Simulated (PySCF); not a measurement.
# Potential energy of SnI⁺ along the bond

Set-up: PySCF, scalar-relativistic core potentials, basis sets Sn def2-TZVPPD with ECP28, I def2-TZVPPD with ECP28. Energies in eV from Sn⁺ + I in their ground configurations at the same level. State: ¹Σ⁺ (singlet), closed shell.

Curves on a restricted Hartree–Fock reference rise too fast on stretching and do not dissociate correctly.

```json
{"R (Å)": "2.236", "RHF-MP2": "-2.342", "BLYP": "-1.954", "PBE0": "-2.203", "BHandHLYP": "-1.800"}
{"R (Å)": "2.340", "RHF-MP2": "-3.074", "BLYP": "-2.792", "PBE0": "-2.963", "BHandHLYP": "-2.571"}
{"R (Å)": "2.444", "RHF-MP2": "-3.452", "BLYP": "-3.275", "PBE0": "-3.372", "BHandHLYP": "-2.986"}
{"R (Å)": "2.522", "RHF-MP2": "-3.569", "BLYP": "-3.470", "PBE0": "-3.512", "BHandHLYP": "-3.128"}
{"R (Å)": "2.600", "RHF-MP2": "-3.582", "BLYP": "-3.559", "PBE0": "-3.548", "BHandHLYP": "-3.165"}
{"R (Å)": "2.678", "RHF-MP2": "-3.515", "BLYP": "-3.567", "PBE0": "-3.504", "BHandHLYP": "-3.121"}
{"R (Å)": "2.782", "RHF-MP2": "-3.338", "BLYP": "-3.487", "PBE0": "-3.357", "BHandHLYP": "-2.972"}
{"R (Å)": "2.912", "RHF-MP2": "-3.024", "BLYP": "-3.290", "PBE0": "-3.080", "BHandHLYP": "-2.690"}
{"R (Å)": "3.068", "RHF-MP2": "-2.572", "BLYP": "-2.974", "PBE0": "-2.670", "BHandHLYP": "-2.273"}
{"R (Å)": "3.276", "RHF-MP2": "-1.926", "BLYP": "-2.503", "PBE0": "-2.080", "BHandHLYP": "-1.670"}
```

Q: Put a parabola through the three lowest points of the RHF-MP2 curve and estimate Re, k and ωe (reduced mass 61.65 u; 1 eV/Å² = 0.16022 mdyn/Å; ωe = 1302.8·√(k/μ) cm⁻¹).

A: Through R = 2.522, 2.6, 2.678 Å the second-order coefficient is 6.57 eV/Å², so Re ≈ 2.574 Å, k ≈ 2.11 mdyn/Å and ωe ≈ 241 cm⁻¹. A polynomial fit of higher order to the unrounded RHF-MP2 energies gives Re = 2.571 Å, k = 2.30 mdyn/Å, ωe = 251 cm⁻¹; anharmonicity and rounding make the difference.

The higher-order fit for each curve: RHF-MP2: Re = 2.571 Å, ωe = 251 cm⁻¹, De = 3.59 eV; BLYP: Re = 2.647 Å, ωe = 221 cm⁻¹, De = 3.57 eV; PBE0: Re = 2.592 Å, ωe = 242 cm⁻¹, De = 3.55 eV; BHandHLYP: Re = 2.593 Å, ωe = 244 cm⁻¹, De = 3.17 eV.

Correlated steps freeze 8 core orbitals. Spin–orbit coupling is left out, which matters for elements this heavy, above all for dissociation energies. For an ion De counts to the pair picked by the measured ionisation energies or electron affinities, which need not be the lowest pair at this level. Where the molecule has an RHF reference, its open-shell atoms are computed with UHF.
